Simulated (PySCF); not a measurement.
A geometry optimisation, step by step.

Species: C₅H₃FOS.
Bonds: O1–C2 (double), C2–F3, C2–C4, C4–C5 (aromatic), C5–C6 (aromatic), C6–C7 (aromatic), C7–S8 (aromatic), C4–S8 (aromatic). Hydrogens: H9 on C5; H10 on C6; H11 on C7.

Method: PBE0-D3(BJ)/def2-SVP geometry optimisation, gas phase in PySCF; density fitting, grid level 1; the optimiser is geomeTRIC in internal coordinates, started from a GFN2-xTB structure. The frame can shift and turn from step to step; on so coarse a grid that alone can change the energy by a few meV, and forces under 0.02 eV/Å are noise.

Step 0: E = -20807.8919 eV, largest atomic force 1.483 eV/Å
```
atom  x, y, z in Å  |  force x, y, z in eV/Å
O1      2.788    1.206    0.572   -0.220   0.161   0.031
C2      2.098    0.301    0.241    1.200  -0.852  -0.180
F3      2.680   -0.898   -0.093   -0.481   0.633   0.163
C4      0.666    0.226    0.115   -0.387   0.311   0.074
C5     -0.108   -0.844   -0.274    0.217   0.225   0.086
C6     -1.475   -0.541   -0.276   -0.030   0.008  -0.001
C7     -1.724    0.746    0.108    0.396   0.278   0.124
S8     -0.303    1.617    0.481    0.089  -0.220  -0.072
H9      0.307   -1.799   -0.543    0.274  -0.475  -0.129
H10    -2.244   -1.240   -0.549   -0.456  -0.365  -0.146
H11    -2.678    1.230    0.192   -0.603   0.295   0.049
```

Step 1: E = -20807.9074 eV, largest atomic force 0.748 eV/Å
```
atom  x, y, z in Å  |  force x, y, z in eV/Å
O1      2.787    1.241    0.421    0.060  -0.143  -0.107
C2      2.123    0.268    0.261   -0.358   0.540   0.374
F3      2.647   -0.954    0.317    0.212  -0.305  -0.212
C4      0.674    0.220    0.080    0.103  -0.078  -0.075
C5     -0.112   -0.863   -0.256    0.043  -0.048  -0.012
C6     -1.486   -0.536   -0.294   -0.061  -0.053  -0.016
C7     -1.713    0.783    0.025   -0.066   0.052  -0.054
S8     -0.269    1.641    0.335    0.020   0.005   0.040
H9      0.306   -1.845   -0.478   -0.020   0.009   0.062
H10    -2.280   -1.241   -0.542    0.014   0.022   0.028
H11    -2.675    1.292    0.091    0.054   0.000  -0.028
```

Step 2: E = -20807.9226 eV, largest atomic force 0.524 eV/Å
```
atom  x, y, z in Å  |  force x, y, z in eV/Å
O1      2.795    1.233    0.437   -0.170   0.054   0.228
C2      2.117    0.269    0.291    0.168   0.229  -0.440
F3      2.680   -0.940    0.197   -0.096  -0.257   0.040
C4      0.669    0.211    0.115    0.045  -0.052   0.230
C5     -0.119   -0.870   -0.226    0.028  -0.041  -0.015
C6     -1.491   -0.535   -0.292    0.031   0.015  -0.025
C7     -1.714    0.790    0.006   -0.009  -0.009   0.054
S8     -0.274    1.632    0.368   -0.002   0.050  -0.081
H9      0.296   -1.858   -0.427   -0.001  -0.004   0.022
H10    -2.285   -1.237   -0.549    0.002   0.004  -0.003
H11    -2.671    1.310    0.040    0.004   0.011  -0.009
```

Step 3: E = -20807.9327 eV, largest atomic force 0.232 eV/Å
```
atom  x, y, z in Å  |  force x, y, z in eV/Å
O1      2.777    1.234    0.491    0.108  -0.200   0.047
C2      2.118    0.269    0.279   -0.186   0.082  -0.108
F3      2.660   -0.951    0.131    0.156   0.111   0.038
C4      0.670    0.210    0.122   -0.021  -0.032   0.088
C5     -0.115   -0.874   -0.214   -0.058   0.074  -0.002
C6     -1.486   -0.533   -0.289   -0.009  -0.014  -0.006
C7     -1.709    0.795   -0.001    0.030  -0.040   0.044
S8     -0.269    1.636    0.365    0.010   0.018  -0.093
H9      0.298   -1.865   -0.400    0.001   0.004  -0.006
H10    -2.281   -1.234   -0.543   -0.014  -0.006  -0.007
H11    -2.663    1.319    0.018   -0.018   0.004   0.005
```

Step 4: E = -20807.9331 eV, largest atomic force 0.453 eV/Å
```
atom  x, y, z in Å  |  force x, y, z in eV/Å
O1      2.790    1.205    0.544   -0.082   0.167  -0.120
C2      2.117    0.268    0.265    0.183  -0.214   0.354
F3      2.680   -0.943    0.102   -0.139   0.004  -0.128
C4      0.669    0.210    0.116    0.024   0.040  -0.166
C5     -0.122   -0.871   -0.214   -0.003  -0.044   0.019
C6     -1.494   -0.533   -0.285    0.064   0.049   0.059
C7     -1.709    0.797   -0.001   -0.012   0.024  -0.050
S8     -0.264    1.645    0.332   -0.027  -0.020   0.034
H9      0.288   -1.865   -0.391    0.011  -0.010  -0.015
H10    -2.292   -1.234   -0.528   -0.002  -0.003   0.008
H11    -2.662    1.325    0.019   -0.016   0.008   0.003
```

Step 5: E = -20807.9382 eV, largest atomic force 0.059 eV/Å
```
atom  x, y, z in Å  |  force x, y, z in eV/Å
O1      2.786    1.209    0.531    0.008  -0.001   0.009
C2      2.118    0.262    0.277    0.012  -0.039  -0.024
F3      2.671   -0.949    0.093   -0.007   0.036   0.002
C4      0.671    0.209    0.119    0.003   0.019  -0.056
C5     -0.120   -0.872   -0.213   -0.024   0.006   0.047
C6     -1.491   -0.530   -0.281   -0.022  -0.020   0.001
C7     -1.709    0.800   -0.001    0.032   0.000  -0.026
S8     -0.263    1.644    0.333    0.001  -0.001   0.045
H9      0.289   -1.866   -0.393   -0.002   0.000   0.000
H10    -2.289   -1.231   -0.524   -0.004  -0.002   0.005
H11    -2.662    1.327    0.020    0.002   0.000  -0.004
```

Step 6: E = -20807.9383 eV, largest atomic force 0.066 eV/Å
```
atom  x, y, z in Å  |  force x, y, z in eV/Å
O1      2.789    1.206    0.526    0.015  -0.011   0.007
C2      2.120    0.260    0.270   -0.022  -0.028  -0.015
F3      2.671   -0.949    0.073    0.014   0.021   0.001
C4      0.671    0.208    0.118   -0.020  -0.003   0.018
C5     -0.124   -0.872   -0.206    0.022  -0.043  -0.009
C6     -1.494   -0.530   -0.276    0.047   0.045   0.005
C7     -1.704    0.802   -0.002   -0.052   0.020   0.036
S8     -0.259    1.642    0.347   -0.009  -0.008  -0.050
H9      0.284   -1.867   -0.386    0.003  -0.002  -0.004
H10    -2.295   -1.229   -0.519    0.004   0.006   0.003
H11    -2.656    1.333    0.015   -0.002   0.003   0.008
```

Step 7: E = -20807.9387 eV, largest atomic force 0.047 eV/Å
```
atom  x, y, z in Å  |  force x, y, z in eV/Å
O1      2.791    1.200    0.527    0.001   0.013  -0.001
C2      2.120    0.256    0.264    0.009  -0.014   0.011
F3      2.672   -0.951    0.063   -0.009  -0.001  -0.009
C4      0.671    0.207    0.115    0.007   0.001   0.009
C5     -0.125   -0.874   -0.206   -0.011   0.035  -0.001
C6     -1.494   -0.526   -0.271   -0.036  -0.029  -0.010
C7     -1.706    0.806    0.002    0.026  -0.017   0.021
S8     -0.257    1.643    0.342    0.018   0.012  -0.026
H9      0.281   -1.870   -0.385   -0.004   0.003  -0.002
H10    -2.295   -1.224   -0.511   -0.005  -0.001   0.002
H11    -2.657    1.338    0.020    0.003  -0.003   0.005
```

Step 8: E = -20807.9389 eV, largest atomic force 0.021 eV/Å
```
atom  x, y, z in Å  |  force x, y, z in eV/Å
O1      2.794    1.195    0.524    0.001   0.002  -0.002
C2      2.122    0.253    0.260    0.002  -0.006  -0.004
F3      2.671   -0.955    0.056   -0.003  -0.002  -0.004
C4      0.673    0.206    0.111   -0.001   0.006  -0.020
C5     -0.127   -0.872   -0.207    0.001  -0.002   0.007
C6     -1.496   -0.524   -0.267   -0.003  -0.002   0.010
C7     -1.704    0.808    0.008    0.005   0.003  -0.011
S8     -0.252    1.646    0.333    0.000  -0.002   0.017
H9      0.277   -1.869   -0.387   -0.002  -0.001   0.001
H10    -2.300   -1.222   -0.503   -0.002   0.000   0.006
H11    -2.655    1.341    0.032    0.001   0.002   0.000
```

Task: Summarise the path.

Result: The energy falls by 1.08 kcal/mol from step 0 to step 8; nine tenths of that is first reached at step 5. It falls at every step. The largest force goes from 1.483 to 0.021 eV/Å. Among the bonds C2–F3 changes most, from 1.374 to 1.343 Å; the atoms move by 0.023 Å rms after alignment.

The cost below is that of the whole optimisation. The run took 62 s on one thread of an Arm Neoverse V1, no GPU, shared host.
